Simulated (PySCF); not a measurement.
## Radial density of Tc (technetium, neutral)

BLYP, [Kr] 4d5 5s1 6s1, high-spin 8S determinant (an excited configuration). Computed with PySCF 2.14 in def2-QZVPP with one added diffuse shell each of s, p, d, f, g type with the def2 core potential (28 electrons) (8s6p5d5f3g, 113 functions), with scalar relativity through the core potential. This is the valence pseudo-density: the core potential removes the inner electrons and smooths the orbitals near the nucleus.

```tsv
r (bohr)	4πr²ρ (e/bohr)	4πr²(ρα − ρβ)
0.0624	3.672e-05	0.0000
0.105	0.0002066	0.0000
0.177	0.001973	0.0006
0.297	0.03853	0.0112
0.500	1.235	0.2299
0.840	10.42	2.0581
1.41	8.435	3.3354
2.38	1.909	1.6386
4.00	0.2827	0.2817
6.73	0.1497	0.1497
11.3	0.07650	0.0765
19.0	0.0004777	0.0005
```

Energies and moments cover only the electrons outside the core potential. The outer electron is Rydberg-like, and this basis confines it to a smaller radius and binds it less than a complete one would.
